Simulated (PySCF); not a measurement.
# Does the structure fit the spectrum?

A compound C5H10F3PSi gives the data below (simulated from a calculation) and was assigned the structure `C[Si](C)(C)/C=P\C(F)(F)F`.

¹³C{¹H} NMR (computed): δ 218.3 (C), 136.4 (C), 36.0 (CH2), 32.0 (CH2), 26.8 (CH3).

¹H NMR (600 MHz, computed): δ 4.49 (m, 3H), 2.66 (m, 3H), 2.43 (m, 2H), 2.21 (m, 2H).

PySCF 2.14 calculation with coordinates at the GFN2-xTB level and σ from GIAO-PBE0/pcSseg-1; one computed conformer, gas phase, non-relativistic, equivalent nuclei averaged.

δ = σ(ref) − σ, references computed at the same level: ¹H (σ = 31.72 ppm), ¹³C (σ = 186.93 ppm) vs TMS.

Problem. Compare with the shifts computed for the proposed structure, pairing carbons in order of shift.

Solution. Atoms are numbered as in `[CH3:1][Si:2]([CH3:3])([CH3:4])/[CH:5]=[P:6]\[C:7]([F:8])([F:9])[F:10]`; H(Xn) means a hydrogen on atom n.

```
atom  computed for proposal  given list  difference
  C5                  221.6       218.3        +3.3
  C7                  139.5       136.4        +3.1
  C1                    1.4        36.0       -34.6
  C3                    1.4        32.0       -30.6
  C4                    1.4        26.8       -25.4
```

The rms difference is 23.7 ppm and the largest -34.6 ppm at C1 (methyl carbon bonded to Si). The proposal also would give 3 carbon signals, not 5. The carbon types in order of shift don't match either: CH, C, CH3, CH3, CH3 for the proposal against C, C, CH2, CH2, CH3 in the data. The proposal doesn't fit.

Problem. Which isomer fits?

Solution. SMILES C/C([SiH3])=P\CCC(F)(F)F.

- δC 218.3: carbon double-bonded to a heavier main-group atom.
- δC 136.4: CF3 carbon; 3 electronegative neighbours deshield it.
- δC 36.0: sp3 CH2; aliphatic region, no heteroatom directly attached.
- δC 26.8: methyl carbon; saturated and bonded to C and H only.

This is the structure that produced the data.

Splittings by ¹⁹F and ³¹P in the carbon and heteronuclear signals aren't shown, as no couplings were computed. Shifts are as computed. Against solution values, carbons near 30 ppm lie about +3 ppm off and those near 130 ppm about +5 ppm. Of 1211 compounds with measured shifts, 218 miss one by over three times the rms of a fit or turn the order of signals round; such compounds aren't used in these exercises. Multiplicities follow the n + 1 count of equivalent neighbours, as no J values were calculated; m marks all less simple cases, F and P coupling included.
